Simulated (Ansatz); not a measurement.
Program: Ansatz. Geometries: PBE0-D4/def2-TZVP. ΔE: electronic, gas phase. CCSD(T)/CBS adds triple-zeta CCSD(T) − MP2 to the extrapolated MP2 energy (def2 sets, frozen cores). One conformer a species, not always the lowest.

`N[SiH]([AlH2])[SiH3]` + `C[SiH](N)BF` → `N[SiH]([SiH3])BF` + `C[SiH](N)[AlH2]`  (redistribution)

| species | HF/CBS(def2) energy (Eh) |
| --- | --- |
| `N[SiH]([AlH2])[SiH3]` | -878.97452 |
| `C[SiH](N)BF` | -509.65285 |
| `N[SiH]([SiH3])BF` | -760.70307 |
| `C[SiH](N)[AlH2]` | -627.92449 |

(1) Work out ΔE.

Largest T1 diagnostic among the species: 0.014.

Answers

(1) ΔE = (-760.70307) + (-627.92449) − (-878.97452) − (-509.65285) = -0.00019 Eh = -0.1 kcal/mol. CCSD(T)/CBS gives -0.1 kcal/mol.
